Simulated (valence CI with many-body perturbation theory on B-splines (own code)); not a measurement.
**Sc6+: electric-dipole lines**

Level of theory: configuration interaction combined with many-body perturbation theory (CI+MBPT): five valence electrons over a frozen Dirac-Fock core [Ne], radial functions for each j: 11 s, 11 p, 10 d, 8 f, 5 g, 2 h, with the one-electron correlation potential Σ1 (screened to all orders), the two-electron term Σ2, the three-electron term Σ3, Breit, model QED; selected single and double excitations, second order for the rest, scaled by the run's own slope (own B-spline code, finite nucleus).

Set against measurement, 7 paired levels are off by 114 cm⁻¹ on average, the worst by 199. These come from a selection out of Sugar and Corliss, J. Phys. Chem. Ref. Data 9, 473 (1980). Levels without a partner in it may be off by more. Among the levels kept, up to 3200 cm⁻¹ of a level comes from second order outside the variational space, and about a tenth of that is noise between levels of different J, which matters for small intervals.

Lines 351 to 400 of 560 in falling wavelength, among levels below 80.021 eV, chosen from the strongest by gf and those to the six lowest levels. Wavelengths and rates use the calculated energies, so an error of 100 cm⁻¹ moves a line at 311.5 Å by 0.031 % and its rate by three times that or more. Electric multipoles are in the length gauge, E1 and E2 with the static RPA response of the core. Weak lines are less certain than strong ones. Lines between different terms over intervals too small for the method are left out, as are lines whose strength nearly cancels. Where a level lies close to another of its J and parity, the split of strength between their lines is uncertain. The highest levels of a list are the least certain.

Names give the largest LS component (configuration and term), which can be under half, so a name can repeat, a term be missing and a line seem to break the LS rules; names also repeat where a configuration has a term twice. Letters in brackets count levels of one name in rising energy.

| λ vac (Å) | Upper | Lower | A (s⁻¹) | log gf | Branch % |
| --- | --- | --- | --- | --- | --- |
| 311.5 | 3s2.3p2.4p 4D°_5/2 | 3s2.3p2.3d 4D_7/2 | 3.39e+09 | -0.53 | 14.0 |
| 311.4 | 3s2.3p.3d2 4D°_5/2 [a] | 3s2.3p2.3d 4F_7/2 | 1.90e+10 | 0.22 | 54.3 |
| 311.3 | 3s2.3p2.4p 4P°_5/2 | 3s2.3p2.3d 4D_5/2 | 1.97e+09 | -0.77 | 10.9 |
| 311.2 | 3s2.3p.3d2 2F°_5/2 | 3s2.3p2.3d 4D_7/2 | 2.28e+09 | -0.70 | 7.1 |
| 311.2 | 3s2.3p.3d2 4D°_3/2 [a] | 3s2.3p2.3d 4F_5/2 | 1.94e+10 | 0.05 | 56.0 |
| 311.0 | 3s2.3p.3d2 4D°_1/2 [a] | 3s2.3p2.3d 4F_3/2 | 2.40e+10 | -0.16 | 70.6 |
| 310.4 | 3s2.3p2.4p 4D°_5/2 | 3s2.3p2.3d 2F_5/2 [a] | 8.44e+09 | -0.14 | 34.9 |
| 310.4 | 3s.3p3.3d 4F°_7/2 [b] | 3s.3p4 4P_5/2 | 1.87e+08 | -1.67 | 4.4 |
| 310.3 | 3s2.3p.3d2 2P°_3/2 | 3s.3p4 2S_1/2 | 2.58e+09 | -0.83 | 4.2 |
| 310.2 | 3s2.3p2.4p 4P°_3/2 | 3s2.3p2.3d 2F_5/2 [a] | 3.31e+09 | -0.72 | 18.4 |
| 310.2 | 3s2.3p.3d2 4D°_3/2 [a] | 3s2.3p2.3d 4F_3/2 | 4.43e+09 | -0.59 | 12.8 |
| 310.2 | 3s2.3p.3d2 2F°_5/2 | 3s2.3p2.3d 2F_5/2 [a] | 7.46e+09 | -0.19 | 23.4 |
| 310.0 | 3s2.3p.3d2 4D°_5/2 [a] | 3s2.3p2.3d 4F_5/2 | 3.78e+09 | -0.49 | 10.8 |
| 309.9 | 3s2.3p2.4p 2D°_3/2 [a] | 3s2.3p2.3d 4D_5/2 | 4.17e+09 | -0.62 | 31.5 |
| 309.9 | 3s.3p3.3d 4F°_5/2 [b] | 3s.3p4 4P_5/2 | 4.28e+07 | -2.43 | 1.0 |
| 309.8 | 3s2.3p2.3d 2P_1/2 [c] | 3s2.3p3 2P°_3/2 | 4.62e+09 | -0.88 | 10.4 |
| 309.8 | 3s2.3p.3d2 4D°_7/2 [a] | 3s2.3p2.3d 4F_7/2 | 2.35e+09 | -0.57 | 6.7 |
| 309.7 | 3s2.3p2.4p 4P°_5/2 | 3s2.3p2.3d 4D_7/2 | 9.28e+09 | -0.10 | 51.1 |
| 309.6 | 3s.3p3.3d 2S°_1/2 [b] | 3s2.3p2.3d 2P_1/2 [a] | 9.20e+09 | -0.58 | 19.9 |
| 309.6 | 3s2.3p2.4p 2D°_5/2 [a] | 3s2.3p2.3d 2F_7/2 [a] | 1.04e+10 | -0.05 | 45.5 |
| 309.0 | 3s2.3p.3d2 2F°_7/2 | 3s2.3p2.3d 4D_7/2 | 7.38e+09 | -0.07 | 18.0 |
| 308.9 | 3s2.3p2.3d 2P_1/2 [c] | 3s2.3p3 2P°_1/2 | 3.89e+10 | 0.05 | 87.9 |
| 308.2 | 3s2.3p.3d2 4F°_9/2 | 3s2.3p2.3d 2F_7/2 [a] | 5.31e+09 | -0.12 | 9.3 |
| 308.0 | 3s2.3p2.3d 2P_3/2 [c] | 3s2.3p3 2P°_3/2 | 3.57e+10 | 0.31 | 79.8 |
| 307.5 | 3s2.3p.3d2 2P°_1/2 | 3s.3p4 2S_1/2 | 1.31e+10 | -0.43 | 21.5 |
| 307.4 | 3s2.3p2.4p 2D°_3/2 [a] | 3s2.3p2.3d 2F_5/2 [a] | 2.59e+09 | -0.83 | 19.6 |
| 307.1 | 3s.3p3.3d 2S°_1/2 [b] | 3s2.3p2.3d 2P_3/2 [a] | 3.42e+10 | -0.01 | 74.1 |
| 307.1 | 3s2.3p2.3d 2P_3/2 [c] | 3s2.3p3 2P°_1/2 | 8.74e+09 | -0.31 | 19.5 |
| 307.1 | 3s2.3p2.4p 2D°_5/2 [a] | 3s2.3p2.3d 4D_5/2 | 1.69e+09 | -0.84 | 7.4 |
| 306.8 | 3s.3p3.3d 4S°_3/2 | 3s.3p4 4P_1/2 | 4.18e+09 | -0.63 | 11.6 |
| 306.3 | 3s2.3p2.3d 2S_1/2 | 3s2.3p3 2P°_3/2 | 3.64e+10 | 0.01 | 88.3 |
| 306.2 | 3s2.3p.3d2 4F°_7/2 | 3s2.3p2.3d 4D_5/2 | 8.02e+09 | -0.05 | 14.2 |
| 306.1 | 3s2.3p.3d2 4F°_3/2 | 3s2.3p2.3d 4D_3/2 | 1.89e+09 | -0.97 | 3.3 |
| 305.8 | 3s2.3p.3d2 4F°_3/2 | 3s2.3p2.3d 4D_1/2 | 6.99e+09 | -0.41 | 12.1 |
| 305.6 | 3s2.3p.3d2 4F°_5/2 | 3s2.3p2.3d 4D_3/2 | 8.19e+09 | -0.16 | 15.2 |
| 305.5 | 3s2.3p2.3d 2S_1/2 | 3s2.3p3 2P°_1/2 | 3.57e+09 | -1.00 | 8.7 |
| 305.4 | 3s.3p3.3d 4S°_3/2 | 3s.3p4 4P_3/2 | 1.00e+10 | -0.25 | 27.9 |
| 304.8 | 3s2.3p2.3d 2F_5/2 [b] | 3s2.3p3 2P°_3/2 | 2.45e+07 | -2.69 | 0.0 |
| 304.7 | 3s2.3p.3d2 4F°_7/2 | 3s2.3p2.3d 4D_7/2 | 9.60e+08 | -0.97 | 1.7 |
| 304.5 | 3s2.3p.3d2 4P°_3/2 | 3s2.3p2.3d 4D_5/2 | 4.68e+09 | -0.58 | 36.4 |
| 304.4 | 3s2.3p.3d2 4P°_1/2 | 3s2.3p2.3d 4D_3/2 | 6.08e+09 | -0.77 | 46.5 |
| 304.2 | 3s2.3p.3d2 4F°_9/2 | 3s2.3p2.3d 4D_7/2 | 7.11e+09 | -0.01 | 12.5 |
| 304.1 | 3s2.3p.3d2 4P°_1/2 | 3s2.3p2.3d 4D_1/2 | 5.80e+09 | -0.79 | 44.3 |
| 303.7 | 3s2.3p.3d2 4F°_7/2 | 3s2.3p2.3d 2F_5/2 [a] | 2.00e+09 | -0.66 | 3.5 |
| 303.6 | 3s.3p3.3d 4P°_3/2 [b] | 3s.3p4 4P_1/2 | 2.09e+10 | 0.06 | 42.0 |
| 303.4 | 3s2.3p.3d2 4P°_3/2 | 3s2.3p2.3d 4D_3/2 | 3.21e+09 | -0.75 | 25.0 |
| 303.1 | 3s.3p3.3d 4P°_5/2 [b] | 3s.3p4 4P_3/2 | 1.13e+10 | -0.03 | 25.1 |
| 303.0 | 3s2.3p2.3d 2P_3/2 [b] | 3s2.3p3 4S°_3/2 | 5.71e+07 | -2.50 | 0.1 |
| 302.9 | 3s.3p3.3d 4S°_3/2 | 3s.3p4 4P_5/2 | 2.09e+10 | 0.06 | 58.2 |
| 302.9 | 3s.3p3.3d 4P°_1/2 [b] | 3s.3p4 4P_1/2 | 7.64e+09 | -0.68 | 14.9 |
